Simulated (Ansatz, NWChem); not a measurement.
**GaH2O2 (SMILES [OH][Ga][OH]): the vertical ionisation energy, rung by rung**

GaH2O2 has 5 atoms, charge 0, and is taken as a doublet. SMILES: `[OH][Ga][OH]`. The coordinates come from a PBE0-D4/def2-TZVP relaxation. This is one conformer, not always the lowest.

Each level gives the vertical ionisation energy (to the singlet cation) (eV). The values are calculated.

```
             level                    kind  program  value (eV)  CPU time (all runs)
  USVWN5/def2-SVPD                     LDA   Ansatz        9.14                5.5 s
U-revPBE/def2-SVPD                     GGA   Ansatz        8.90                8.3 s
U-r2SCAN/def2-SVPD                meta-GGA   Ansatz        9.19                 16 s
   UPBE0/def2-SVPD           global hybrid   NWChem        9.15                 49 s
 U-wB97X/def2-SVPD  range-separated hybrid   Ansatz        9.12                 37 s
RPA@PBE0/def2-SVPD                     RPA   Ansatz        9.06                 20 s
UBCCD(T)/def2-SVPD   coupled cluster or CI   Ansatz        8.90              1.7 min
   UCCSD/def2-SVPD   coupled cluster or CI   Ansatz        8.95                 60 s
```

All-electron rows without a relativistic Hamiltonian named are non-relativistic. The values span 8.90 to 9.19 eV. In the correlated wave-function rows the outer d shell of Ga is correlated, in sets not made for it. CPU times are rough (shared hosts, several kinds of processor and program).
